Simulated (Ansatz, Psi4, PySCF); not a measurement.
System: CLiN, net charge 0, singlet state. SMILES: [Li][N][C]
Coordinates optimised at B3LYP-D3(BJ)/def2-TZVP (Ansatz, a first-principles code):
```xyz
3

Li     0.0000     0.0000    -1.8676
C      0.0000     0.0000     1.0617
N      0.0000     0.0000    -0.1096
```

Quantity: size of the dipole moment, in D. Terms: non-relativistic; 6-31G* and kin with 6d, 5d where marked; LANL2DZ all-electron up to Ne; dispersion terms only where a functional's name holds one; no spin-orbit coupling. First-principles rows: single points at B3LYP-D3(BJ) geometries (Ansatz).

```tsv
level	program	size of the dipole moment (D)
PBE/3-21G	Ansatz	8.25
PBE/def2-SVP	Ansatz	8.63
BLYP/6-31G*	Ansatz	8.24
BP86/def2-SVP	PySCF	8.70
B3LYP/LANL2DZ	Ansatz	8.88
B3LYP/6-31G*	Ansatz	8.38
B3LYP/6-31+G*	Ansatz	8.91
B3LYP/def2-SVP	Ansatz	8.64
B3LYP/cc-pVDZ	Ansatz	8.65
wB97X-D/6-31G*	Psi4	8.57
```

No value to compare with is used here. The 10 habitual levels span 8.24 (BLYP/6-31G*) to 8.91 D (B3LYP/6-31+G*).

The levels are drawn from those run, B3LYP/6-31G* more often than the rest, none by its result; left out are runs that failed, that the program found above a lower state of the same kind, or whose <S^2> lies over 0.5 above the pure value.
